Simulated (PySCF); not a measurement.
Correlation energy of Ag³⁺ (silver, charge +3)

[Kr] 4d8, high-spin 3F determinant. Calculation: PySCF 2.14, in def2-QZVPPD with the def2 core potential (28 electrons) (7s5p4d4f2g, 88 functions); scalar relativity through the core potential. Frozen: nothing; 16 electrons correlated.

```tsv
level	correlation energy (mhartree)
CCSD	-546.68
(T)	-11.47
CCSD(T)	-558.15
```

Diagnostics: T1 = 0.0033, D1 = 0.0082, largest double amplitude 0.019.

Q: Is a single reference adequate?

A: Yes, within this model without spin-orbit coupling: T1 lies below 0.03 and no double amplitude reaches 0.07.

The basis has no tight functions for the innermost shells, so their pair energies are far from complete.

This basis was not built for core-valence correlation, so the inner-shell part is incomplete.
